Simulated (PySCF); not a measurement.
# Hartree-Fock beside MP2: BFH3OSi

These are calculations, not measurements. The program is PySCF 2.14.0, an open-source quantum chemistry code, run on an isolated molecule that a program drew, which may never have been made. The molecule is BFH3OSi (charge 0, doublet), drawn as the SMILES string `OB(F)[SiH2]`.

The geometry was optimised and harmonic frequencies were computed with HF and MP2, all in the cc-pV(D+d)Z basis, for the commonest isotopes, with a restricted reference for singlets and an unrestricted one otherwise, and a frozen core in MP2. Each result is a local minimum of its method.

Geometry at the HF minimum:
```xyz
7
BFH3OSi, angstrom
O    -1.0572   -0.4995   -0.2146
B     0.1164    0.0368    0.1541
F     0.5890   -0.2461    1.3792
Si    1.1212    1.3139   -1.0483
H    -1.4500   -1.0458    0.4549
H     2.5819    1.3688   -0.8163
H     0.8147    1.1858   -2.4899
```

Lengths of the bonds as drawn, in Å (atoms numbered as above):
```
bond,HF,MP2
O1-B2,1.342,1.360
B2-F3,1.343,1.359
B2-Si4,2.022,2.010
O1-H5,0.949,0.971
Si4-H6,1.480,1.481
Si4-H7,1.479,1.480
```

Rotational constants, in GHz:
| constant | HF | MP2 |
|---|---|---|
| A | 9.91 | 9.62 |
| B | 3.849 | 3.874 |
| C | 2.789 | 2.775 |

Harmonic frequencies in cm^-1, each column in rising order, so a row needn't be the same motion in every method:
```
rank,HF,MP2
1,157,169
2,210,200
3,381,360
4,424,397
5,586,516
6,618,584
7,628,604
8,670,638
9,996,950
10,1066,1007
11,1316,1266
12,1437,?
13,2315,2287
14,2326,2310
15,4112,3810
```

**Estimate the missing MP2 frequency from the HF column.**

A single factor s that minimises the squared misfit of MP2 against s times HF over the other rows is sum(HF x MP2) / sum(HF^2) = 0.9511, with an rms misfit of 46 cm^-1. For rank 12 it gives 0.9511 x 1437 = 1367 cm^-1. The calculation gives 1384 cm^-1, 17 cm^-1 above the estimate. The drawn bonds are on average 0.7 % longer in MP2 than in HF.
